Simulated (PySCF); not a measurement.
# What a mistake does to a calculation on AlBGeH5O

Calculated results; nothing here was measured. The program is PySCF 2.14.0, an open-source quantum chemistry code, run on an isolated molecule that a program drew, which may never have been made. The molecule is AlBGeH5O (charge 0, doublet), drawn as the SMILES string `[AlH2][O][B][GeH3]`.

Each row is a Hartree-Fock (HF) and frozen-core CCSD(T) single point in the cc-pV(D+d)Z basis, meant for a local HF minimum. Run 1 is clean. Each other run has one planted mistake out of seven kinds, and not every kind appears here: one electron removed, one electron added, multiplicity raised by two, geometry at a saddle point, minimal basis STO-3G, one bond length entered in bohr, all coordinates scaled. The reference is restricted for singlets and unrestricted otherwise, and also for a bond in bohr. Adding or removing an electron swaps singlet and doublet. Electrons count all cores. HOMO and LUMO are orbital energies over both spins, the gradient is its largest component, and the lowest frequency (negative if imaginary) is given only where the gradient is small. Bond lengths are over the 8 bonds as drawn. T1 is the CCSD diagnostic: over 0.02 (restricted) or 0.045 (unrestricted) a single reference is doubtful. Germanium has the cc-pVDZ-PP basis, with a core potential (ECP10MDF) in place of its 10 inner electrons, and its 3s, 3p and 3d shells are frozen in CCSD(T).

Geometry of the clean run:
```xyz
9
AlBGeH5O, angstrom
Al    2.9317    2.1562    2.4725
O     1.5314    2.2842    1.5146
B     0.4625    2.5021    0.7760
Ge   -0.8411    1.0493   -0.0212
H     4.3028    2.0277    1.7242
H     2.7396    2.1663    4.0280
H    -0.4671   -0.4083    0.3204
H    -0.8762    1.1780   -1.5512
H    -2.2652    1.3012    0.4955
```

| run | electrons | basis functions | <S^2> | HOMO (eV) | LUMO (eV) | gradient (hartree/bohr) | lowest frequency (cm^-1) | mean bond (Å) | longest bond (Å) | T1 | HF (hartree) | CCSD(T) (hartree) | mistake |
|---|---|---|---|---|---|---|---|---|---|---|---|---|---|
| 1 | 63 | 99 | 0.758 | -7.51 | 1.20 | 5.1e-06 | 56 | 1.6096 | 2.108 | 0.0196 | -637.78254 | -638.25032 | no fault |
| 2 | 63 | 99 | 1.728 | -7.46 | 0.49 | 1.3e-02 | - | 1.7804 | 2.902 | 0.0695 | -637.66607 | -638.11652 | one bond length entered in bohr |
| 3 | 62 | 99 | 0.000 | -15.95 | -5.09 | 1.1e-01 | - | 1.6096 | 2.108 | 0.0191 | -637.55038 | -638.01654 | one electron removed |
| 4 | 63 | 99 | 0.759 | -7.60 | 1.14 | 1.8e-02 | - | 1.6466 | 2.157 | 0.0201 | -637.77850 | -638.24912 | all coordinates scaled |
| 5 | 63 | 99 | 3.768 | -5.67 | -3.73 | 6.7e-02 | - | 1.6096 | 2.108 | 0.0540 | -637.56426 | -638.03306 | ? |
| 6 | 64 | 99 | 0.000 | 0.38 | 5.23 | 4.2e-02 | - | 1.6096 | 2.108 | 0.0663 | -637.71881 | -638.24826 | ? |

**Which mistake was planted in run 5, and what did it cost?**

Electrons, basis and geometry are unchanged, and <S^2> is 3.768, beside S(S+1) = 3.75 for a multiplicity of 4. So the mistake is: multiplicity raised by two. Subtracting run 1 and multiplying by 627.51 kcal/mol a hartree, the energy moved by 137.0 kcal/mol in HF and 136.3 kcal/mol in CCSD(T).

**Which mistake was planted in run 6, and what did it cost?**

It counts 64 electrons, one more than the clean run, at the same geometry and basis. So the mistake is: one electron added. Subtracting run 1 and multiplying by 627.51 kcal/mol a hartree, the energy moved by 40.0 kcal/mol in HF and 1.3 kcal/mol in CCSD(T).

Cautions from the logs. Run 2: T1 is over the limit, so its CCSD(T) energy is less reliable; run 5: T1 is over the limit, so its CCSD(T) energy is less reliable; run 6: T1 is over the limit, so its CCSD(T) energy is less reliable and the HOMO is above zero, so the electron isn't bound and the energy depends on the basis.
